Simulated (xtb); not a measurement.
CH (SMILES [CH]), doublet, at a GFN2-xTB geometry; GFN2-xTB (xtb).

The xtb input:
```
$ xtb mol.xyz --gfn 2 --uhf 1 --hess --json

# file mol.xyz
2

C     -0.00000000    -0.00000000    -0.15907913
H      0.00000000     0.00000000     0.95447475
```

**Question.** Write the output that xtb gives for this input, abridged.

**Answer.** 
```
   ID    Z sym.   atoms
    1    6 C      1
    2    1 H      2

           -------------------------------------------------
          |                Calculation Setup                |
           -------------------------------------------------

           -------------------------------------------------
          |                 G F N 2 - x T B                 |
           -------------------------------------------------

          ...................................................
          :                      SETUP                      :
          :.................................................:
          :  # basis functions                   5          :
          :  # atomic orbitals                   5          :
          :  # shells                            3          :
          :  # electrons                         5          :
          :  max. iterations                   250          :
          :  Hamiltonian                  GFN2-xTB          :
          :  restarted?                      false          :
          :  GBSA solvation                  false          :
          :  PC potential                    false          :
          :  electronic temp.          300.0000000     K    :
          :  accuracy                    1.0000000          :
          :  -> integral cutoff          0.2500000E+02      :
          :  -> integral neglect         0.1000000E-07      :
          :  -> SCF convergence          0.1000000E-05 Eh   :
          :  -> wf. convergence          0.1000000E-03 e    :
          :  Broyden damping             0.4000000          :
          :  net charge                          0          :
          :  unpaired electrons                  1          :
          ...................................................

 iter      E             dE          RMSdq      gap      omega  full diag
   1     -2.3838654 -0.238387E+01  0.134E+01    0.00       0.0  T
   2     -2.3908106 -0.694516E-02  0.818E+00    0.00       1.0  T
   3     -2.3936056 -0.279507E-02  0.158E+00    0.00       1.0  T
   4     -2.3922900  0.131568E-02  0.199E+00    0.00       1.0  T
   5     -2.3935100 -0.122001E-02  0.151E+00    0.00       1.0  T
   6     -2.3948354 -0.132546E-02  0.684E-02    0.00       1.0  T
   7     -2.3948370 -0.156900E-05  0.227E-02    0.00       3.1  T
   8     -2.3948374 -0.397079E-06  0.204E-03    0.00      34.7  T
   9     -2.3948374 -0.177591E-08  0.172E-04    0.00     410.6  T
[...]
         :: total energy              -2.380917503492 Eh    ::
[...]
          :  symmetry                              cin      :
          :  rotational number                       1      :
          :  scaling factor                  1.0000000      :
          :  rotor cutoff                   50.0000000 cm⁻¹ :
          :  imag. cutoff                  -20.0000000 cm⁻¹ :
          :.................................................:

    mode    ω/cm⁻¹     T·S(HO)/kcal·mol⁻¹    T·S(FR)/kcal·mol⁻¹   T·S(vib)
   ------------------------------------------------------------------------
   ------------------------------------------------------------------------

   temp. (K)  partition function   enthalpy   heat capacity  entropy
                                   cal/mol     cal/K/mol   cal/K/mol   J/K/mol
 298.15  VIB   1.00                    0.013      0.001      0.000
         ROT   14.2                  592.502      1.987      7.256
         INT   14.2                  592.514      1.988      7.256
         TR   0.454E+26             1481.254      4.968     33.626
         TOT                        2073.7681     6.9560    40.8820   171.0501

       T/K    H(0)-H(T)+PV         H(T)/Eh          T*S/Eh         G(T)/Eh
   ------------------------------------------------------------------------
    298.15    0.330476E-02    0.960665E-02    0.194243E-01   -0.981769E-02
   ------------------------------------------------------------------------

         :::::::::::::::::::::::::::::::::::::::::::::::::::::
         ::                  THERMODYNAMIC                  ::
         :::::::::::::::::::::::::::::::::::::::::::::::::::::
         :: total free energy          -2.390735193799 Eh   ::
         ::.................................................::
         :: total energy               -2.380917503492 Eh   ::
         :: zero point energy           0.006301888698 Eh   ::
         :: G(RRHO) w/o ZPVE           -0.016119579005 Eh   ::
         :: G(RRHO) contrib.           -0.009817690307 Eh   ::
         :::::::::::::::::::::::::::::::::::::::::::::::::::::

           -------------------------------------------------
          | TOTAL ENERGY               -2.380917503492 Eh   |
          | TOTAL ENTHALPY             -2.371310854963 Eh   |
          | TOTAL FREE ENERGY          -2.390735193799 Eh   |
          | GRADIENT NORM               0.000000584299 Eh/α |
          | HOMO-LUMO GAP               0.000000000003 eV   |
           -------------------------------------------------

normal termination of xtb
```
